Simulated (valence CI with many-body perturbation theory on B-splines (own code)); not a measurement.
# A CI+MBPT run for Ta⁶⁰⁺

Computed by configuration interaction combined with many-body perturbation theory (CI+MBPT): three valence electrons over a frozen Dirac-Fock core [Ne], a basis of 6 s, 6 p, 5 d, 3 f, 1 g functions for each j, with the one-electron correlation potential Σ1 (screened to all orders), the two-electron term Σ2, the three-electron term Σ3, Breit, model QED; selected single and double excitations, second order for the rest, scaled by the run's own slope (own B-spline code, finite nucleus).

Command, and the settings that its task file holds:

```sh
python run_cv.py task.json out
```

```
atom Ta  Z=73  mass_number=181  rms_radius_fm=5.3507
core [Ne]
valence 3s2 3p1
avg = 1
basis = S
breit = 1
cap = 10000
capref = 1200
cscale = 1
de = 0.0
dress = 0
eps = 2e-08
extrap = 1
h = 0.27
hh = 1
l2 = 3
lcore = 6
maxit = 60
n2 = 5
natural = 1
nlev = 20
nno = [3, 3, 3, 2, 1]
nroot = 26
nsp = [3, 3, 2, 1, 0]
pt2 = 1
qed = 1
rmax = 0.56
rpa = 1
s1 = 1
s2 = 1
s3 = 1
screen = 1
tol = 2e-05
whole = 1
```

It took 8.1 s on 1 thread of Arm Neoverse V1, with other jobs on the host.

Log. The first blocks belong to the next ion, which gives the ionisation energy. Fields: 2J, parity (1 odd), roots, reference size, generating configurations, candidates as configurations/state functions, variational space P, stored matrix elements, Davidson steps; e2 is the range of second-order energies in hartree. The first line gives the box (bohr), its intervals, the orbitals and the steps of their self-consistent field. Window is the range of levels sought, series limit the energy at which the first omitted orbital would enter, core excitation an estimate of the first excitation out of the core, left out the lowest levels not solved, and shifts from estimates the range by which levels moved from their first estimate, all in cm⁻¹.

```
rmax 0.6 intervals 51 orbitals 36 references ['3s2 3p', '3s2 3d', '3s 3p2', '3s 3p 3d', '3p3'] scf 2 t 0.5
2J=0 par=0 roots 2 ref 15 generators 4 cand 92/92 P 106/106 nnz 0 it 0
2J=0 par=0 roots 2 ref 15 generators 4 cand 1/1 P 107/107 nnz 0 it 0
   second order: generators 5 cand 0/0 e2 -0.00000 -0.00000
reference levels 322, estimated 48, window 7026201 1/cm; series limit 24477246, core excitation 65489602
2J=1 par=1 roots 3 ref 29 generators 7 cand 275/408 P 934/1384 nnz 0 it 3
2J=1 par=1 roots 3 ref 29 generators 8 cand 216/327 P 993/1472 nnz 0 it 4
   second order: generators 10 cand 377/575 e2 -0.00000 -0.00000
2J=1 par=0 roots 4 ref 30 generators 8 cand 375/552 P 849/1246 nnz 0 it 0
2J=1 par=0 roots 4 ref 30 generators 9 cand 315/469 P 985/1441 nnz 0 it 4
   second order: generators 10 cand 179/274 e2 -0.00000 -0.00000
2J=3 par=1 roots 6 ref 46 generators 10 cand 264/580 P 1160/2374 nnz 0 it 4
2J=3 par=1 roots 6 ref 46 generators 13 cand 215/466 P 1232/2550 nnz 1.1e+06 it 4
   second order: generators 16 cand 599/1335 e2 -0.00000 -0.00000
2J=3 par=0 roots 6 ref 47 generators 11 cand 442/959 P 1027/2050 nnz 0 it 4
2J=3 par=0 roots 6 ref 47 generators 13 cand 349/774 P 1163/2354 nnz 0 it 5
   second order: generators 16 cand 453/1065 e2 -0.00000 -0.00000
2J=5 par=0 roots 4 ref 45 generators 8 cand 457/1156 P 993/2091 nnz 0 it 4
2J=5 par=0 roots 4 ref 45 generators 11 cand 398/1012 P 1060/2256 nnz 0 it 4
   second order: generators 16 cand 571/1528 e2 -0.00000 -0.00000
2J=5 par=1 roots 4 ref 41 generators 5 cand 303/752 P 1136/2512 nnz 1.1e+06 it 3
2J=5 par=1 roots 4 ref 41 generators 10 cand 234/580 P 1207/2722 nnz 1.3e+06 it 4
   second order: generators 12 cand 409/1037 e2 -0.00000 -0.00000
2J=7 par=1 roots 2 ref 28 generators 3 cand 407/973 P 911/1963 nnz 0 it 3
2J=7 par=1 roots 2 ref 28 generators 5 cand 289/693 P 997/2169 nnz 0 it 3
   second order: generators 7 cand 203/487 e2 -0.00000 -0.00000
left out: unestimated 10197824, estimated 8396112, shifts from estimates -1 to 0
operators 0.5
```

The Davidson iterations converged. The settings are bad on purpose, so the numbers may not be properties of the ion.

No measured spectrum was set against this ion. As an estimate, large intervals hold to a few tenths of a per cent, small ones and those within an open d or f shell to about a per cent.

- Valence energy: -741.4899 hartree
- Ionisation energy: 6502.9 eV (NIST: 6502 ± 10 eV (theoretical))
- Reference configurations for the orbitals: 3s2 3p, 3s2 3d, 3s 3p2, 3s 3p 3d, 3p3
- Radial orbitals: 36
- Box radius: 0.56 bohr
- Largest variational space: 2722
- Lowest levels: (3s^2 3p1/2) J=1/2 0.00, (3s 3p1/2^2) J=1/2 1320.6, (3s^2 3p3/2) J=3/2 2749.7, (3s 3p1/2 3p3/2) J=3/2 [a] 3830.7, (3s 3p1/2 3p3/2) J=5/2 3974.6, (3s 3p1/2 3p3/2) J=3/2 [b] 4142.7, (3s 3p1/2 3p3/2) J=1/2 4222.5, (3s^2 3d3/2) J=3/2 4601.3, (3s^2 3d5/2) J=5/2 5153.8, (3p1/2^2 3p3/2) J=3/2 5438.1, (3s 3p1/2 3d3/2) J=3/2 [a] 5545.1, (3s 3p1/2 3d3/2) J=5/2 5642.9, (3s 3p1/2 3d3/2) J=1/2 5852.8, (3s 3p1/2 3d3/2) J=3/2 [b] 5904.2 × 10³ cm⁻¹

Levels are named by their leading jj configuration (3d3/2^4 stands for four electrons in 3d with j = 3/2), which in mixed levels can hold well under half, so a name can repeat and another be missing. Letters in brackets count levels of one name in rising energy.
